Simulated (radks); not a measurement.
Spherical jellium clusters: N electrons in a uniform positive sphere of charge N and radius rs N^(1/3), rs = 2.81 bohr. Calculated with a radial shooting solver with Libxc functionals: non-relativistic Kohn-Sham, exchange-only LDA, spin-polarised, spherical densities. Levels are named by radial order and angular momentum (1s, 1p, 1d, 2s, ...), and open shells are averaged over m. Each electron was tried in the lowest free levels, single moves between levels near the top were tried too, and the lowest total energy was kept; such a search can miss a lower state. Energies include the self-energy of the background; IP and EA are vertical (highest electron removed, lowest free level filled), at fixed background; spill-out counts the electrons outside the background radius R, and alpha is the static dipole polarisability from linear response (closed shells only). A dash means not computed or, for alpha, an open shell; in EA it means that no bound solution was reached, which is typical of self-interaction and does not show that the anion is unstable. Real open-shell clusters deform, which this model forbids.

| N | open shells | 2S | E/N (eV) | E(N+1) + E(N-1) - 2E(N) (eV) | EA (eV) | spill-out (e) | alpha/R^3 |
|---|---|---|---|---|---|---|---|
| 1 | 1s(up 1, down 0) | 1 | -0.282 | - | - | 0.52 | - |
| 2 | none | 0 | -0.544 | 1.343 | - | 0.77 | 2.213 |
| 3 | 1p(up 1, down 0) | 1 | -0.183 | -0.905 | - | 1.16 | - |
| 4 | 1p(up 2, down 0) | 2 | -0.229 | -0.775 | - | 1.41 | - |
| 5 | 1p(up 3, down 0) | 3 | -0.412 | 1.008 | - | 1.58 | - |
| 6 | 1p(up 3, down 1) | 2 | -0.366 | -0.811 | - | 1.77 | - |
| 7 | 1p(up 3, down 2) | 1 | -0.449 | -0.573 | - | 1.92 | - |
| 8 | none | 0 | -0.583 | 2.028 | - | 2.04 | 1.793 |
| 9 | 1d(up 1, down 0) | 1 | -0.461 | -0.439 | - | 2.29 | - |
| 10 | 1d(up 2, down 0) | 2 | -0.408 | -0.399 | - | 2.49 | - |
| 11 | 1d(up 3, down 0) | 3 | -0.401 | -0.357 | - | 2.66 | - |
| 12 | 1d(up 4, down 0) | 4 | -0.425 | -0.316 | - | 2.80 | - |
| 13 | 1d(up 5, down 0) | 5 | -0.469 | 0.400 | - | 2.92 | - |
| 14 | 1d(up 5, down 0) 2s(up 1, down 0) | 6 | -0.479 | 0.446 | - | 3.21 | - |
| 15 | 1d(up 5, down 1) 2s(up 1, down 0) | 5 | -0.457 | -0.388 | - | 3.32 | - |
| 16 | 1d(up 5, down 2) 2s(up 1, down 0) | 4 | -0.462 | -0.386 | - | 3.43 | - |
| 17 | 1d(up 5, down 4) | 1 | -0.490 | -0.363 | - | 3.40 | - |
| 18 | none | 0 | -0.535 | 0.110 | - | 3.50 | 1.603 |
| 19 | 2s(up 1, down 0) | 1 | -0.569 | 0.341 | - | 3.70 | - |
| 20 | none | 0 | -0.582 | 1.125 | - | 3.94 | 1.664 |
| 21 | 1f(up 1, down 0) | 1 | -0.541 | -0.241 | - | 4.08 | - |
| 22 | 1f(up 2, down 0) | 2 | -0.515 | -0.223 | - | 4.21 | - |
| 23 | 1f(up 3, down 0) | 3 | -0.500 | -0.206 | - | 4.33 | - |
| 24 | 1f(up 4, down 0) | 4 | -0.495 | -0.191 | - | 4.43 | - |
| 25 | 1f(up 5, down 0) | 5 | -0.499 | -0.178 | - | 4.53 | - |
| 26 | 1f(up 6, down 0) | 6 | -0.509 | -0.166 | - | 4.62 | - |
| 27 | 1f(up 7, down 0) | 7 | -0.524 | 0.713 | - | 4.71 | - |
| 28 | 1f(up 7, down 0) 2p(up 1, down 0) | 8 | -0.513 | -0.103 | - | 4.98 | - |
| 29 | 1f(up 7, down 0) 2p(up 2, down 0) | 9 | -0.506 | -0.094 | - | 5.24 | - |
| 30 | 1f(up 7, down 0) 2p(up 3, down 0) | 10 | -0.503 | 0.058 | - | 5.49 | - |
| 31 | 1f(up 7, down 1) 2p(up 3, down 0) | 9 | -0.498 | -0.797 | - | 5.55 | - |
| 32 | 1f(up 7, down 5) | 2 | -0.518 | 0.162 | 1.328 | 5.16 | - |
| 33 | 1f(up 7, down 6) | 1 | -0.532 | -0.139 | 1.464 | 5.23 | - |
| 34 | none | 0 | -0.549 | 0.399 | - | 5.31 | 1.469 |
| 35 | 2p(up 1, down 0) | 1 | -0.554 | -0.103 | 1.298 | 5.51 | - |
| 36 | 2p(up 2, down 0) | 2 | -0.562 | - | 1.439 | 5.70 | - |

All shells are closed at N = 2, 8, 18, 20, 34 (there: 1s2 1p6 1d10 2s2 1f14); the second difference of the energy has clear peaks (12 % above both neighbours; the first and last values, which can be the largest, are not judged, and half-filled shells can peak too) at N = 5, 8, 20, 27, 30, 32, 34.
